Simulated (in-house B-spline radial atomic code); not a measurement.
# RPA and G0W0 on PBE: Cd38+

Configuration [He] 2s2 2p6, mean-field start PBE. Computed with an all-electron radial atomic-structure program (B-spline basis): all electrons, non-relativistic, point nucleus, each spin shell either full or empty, empty states to l = 9 with an (l + 1/2)⁻⁴ tail; G0W0 by contour deformation at full frequency.

Without relativity these are model numbers: it shifts the levels of so heavy an element strongly and can reorder them.

Command:
```bash
python run_gw.py task.json out
```
Settings (radii: box in bohr, nucleus in fm):
```
Z                        48
electrons                10
configuration            [He] 2s2 2p6
hamiltonian              nr
method                   pbe,pbe
lmax                     9
spin_polarised           False
box_radius               2.56
intervals                46
```

Cost of the run: 0.3 s on 1 thread of Arm Neoverse V2, on a shared host.

Energies (hartree):

```tsv
term	value
mean-field total	-4202.22536
Hartree-Fock functional on these orbitals	-4202.59729
direct second order	-0.65644
second-order exchange	0.22913
SOSEX correction	0.22565
```

**Question.** What is the RPA correlation energy, and what remains with SOSEX?

**Answer.** RPA gives -0.64201 hartree (-1.75 eV per electron); RPA + SOSEX gives -0.41636, and the second-order doubles -0.42731 hartree (no singles). SOSEX takes back 35 % of the RPA value.

Quasi-particle levels (eV):

```tsv
level	occupied	mean field	Σx - vxc	Σc	QP weight	G0W0
2p	yes	-5720.96	-100.56	?	?	?
2s	yes	-5939.78	-121.28	3.64	0.998	-6057.42
1s	yes	-28013.72	-339.55	23.34	0.994	-28329.93
3s	no	-2460.99	34.04	-0.97	1.000	-2427.91
```

G0W0 = mean field + (Σx - vxc) + Σc, with Σc (partial-wave tail included) taken at the quasi-particle energy.

**Question.** Where does G0W0 put 2p?

**Answer.** At -5819.63 eV, with Σc = 1.90 eV and a quasi-particle weight of 0.998. The tabulated removal energy is 5839 ± 3 eV (NIST, semi-empirical); the calculation leaves out relativity, Breit and QED terms, and what these don't explain is the method's own error.
